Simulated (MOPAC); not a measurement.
MOPAC input (PM3):

```
PM3 1SCF GEO-OK AUX(PRECISION=9) THREADS=1
ClTl

Tl   -0.00000000 1   -0.00000000 1   -0.43926089 1
Cl    0.00000000 1    0.00000000 1    2.09294892 1
```

Output:

```
 *******************************************************************************
 **                                                                           **
 **                              MOPAC v23.2.5                                **
 **                                                                           **
 *******************************************************************************
 ** MOPAC's Digital Object Identifier: https://doi.org/10.5281/zenodo.6511958 **
 **                                                                           **
 ** Please cite the open-source release paper for use of this MOPAC version:  **
 ** J. E. Moussa and J. J. P. Stewart (2026)                                  **
 ** MOPAC: An open-source semiempirical molecular orbital program             **
 ** J. Open Source Softw., 11(119), 8025, https://doi.org/10.21105/joss.08025 **
 *******************************************************************************

                              PM3 CALCULATION RESULTS

 *******************************************************************************
 *  PM3        - The PM3 Hamiltonian to be used
 *  GEO-OK     - OVERRIDE INTERATOMIC DISTANCE AND OTHER SAFETY CHECKS
 *  1SCF       - DO 1 SCF AND THEN STOP
 *  AUX        - OUTPUT AUXILIARY INFORMATION
 *******************************************************************************
PM3 1SCF GEO-OK AUX(PRECISION=9) THREADS=1
 ClTl

   ATOM   CHEMICAL          X               Y               Z
  NUMBER   SYMBOL      (ANGSTROMS)     (ANGSTROMS)     (ANGSTROMS)

     1      Tl         -0.00000000  *  -0.00000000  *  -0.43926089  *
     2      Cl          0.00000000  *   0.00000000  *   2.09294892  *

          CARTESIAN COORDINATES

    NO.       ATOM           X           Y           Z

     1        Tl         -0.0000     -0.0000     -0.4393
     2        Cl          0.0000      0.0000      2.0929

 Cl: (PM3): J. J. P. STEWART, J. COMP. CHEM. 10, 209 (1989).
 Tl: (PM3): J. J. P. STEWART, J. COMP. CHEM. 12, 320-341 (1991).

           Empirical Formula: Tl Cl  =     2 atoms

      MOLECULAR POINT GROUP   :   C*v

      RHF CALCULATION, NO. OF DOUBLY OCCUPIED LEVELS = 5

 -------------------------------------------------------------------------------
 PM3 1SCF GEO-OK AUX(PRECISION=9) THREADS=1
 ClTl

     1SCF WAS SPECIFIED, SO BFGS WAS NOT USED
     SCF FIELD WAS ACHIEVED

                              PM3 CALCULATION
                                                       MOPAC v23.2.5 Linux

          FINAL HEAT OF FORMATION =        -13.21345 KCAL/MOL =     -55.28506 KJ/MOL

          COSMO AREA              =         93.32 SQUARE ANGSTROMS
          COSMO VOLUME            =         77.77 CUBIC ANGSTROMS

          IONIZATION POTENTIAL    =         10.026865 EV
          HOMO LUMO ENERGIES (EV) =        -10.027  0.664
          NO. OF FILLED LEVELS    =          5
          MOLECULAR WEIGHT        =        239.8230         POINT GROUP:  C*v

          MOLECULAR DIMENSIONS (Angstroms)

            Atom       Atom       Distance
           Cl     2   Tl     1     2.53221
           Cl     2   Tl     1     0.00000
           Tl     1   Cl     2     0.00000

          SCF CALCULATIONS        =          1

   ATOM   CHEMICAL          X               Y               Z
  NUMBER   SYMBOL      (ANGSTROMS)     (ANGSTROMS)     (ANGSTROMS)

     1      Tl         -0.00000000  *  -0.00000000  *  -0.43926089  *
     2      Cl          0.00000000  *   0.00000000  *   2.09294892  *

                             CARTESIAN COORDINATES

   1   Tl       -0.000000000    -0.000000000    -0.439260890
   2   Cl        0.000000000     0.000000000     2.092948920

           Empirical Formula: Tl Cl  =     2 atoms

      MOLECULAR POINT GROUP   :   C*v

                  EIGENVALUES
 -53.46635 -11.77479 -11.04680 -10.02686 -10.02686   0.66372   0.66372   0.71735

              NET ATOMIC CHARGES AND DIPOLE CONTRIBUTIONS

  ATOM NO.   TYPE          CHARGE      No. of ELECS.   s-Pop       p-Pop
    1         Tl           0.371713        2.6283     1.99970     0.62858
    2         Cl          -0.371713        7.3717     1.97863     5.39308
 DIPOLE           X         Y         Z       TOTAL
 POINT-CHG.     0.000     0.000    -4.521     4.521
 HYBRID        -0.000    -0.000    -0.469     0.469
 SUM           -0.000    -0.000    -4.991     4.991

          ATOMIC ORBITAL ELECTRON POPULATIONS

     Atom    s        px        py        pz
    1 Tl   1.99970   0.05788   0.05788   0.51282
    2 Cl   1.97863   1.94212   1.94212   1.50884

 **********************
 *                    *
 * JOB ENDED NORMALLY *
 *                    *
 **********************

 == MOPAC DONE ==
```
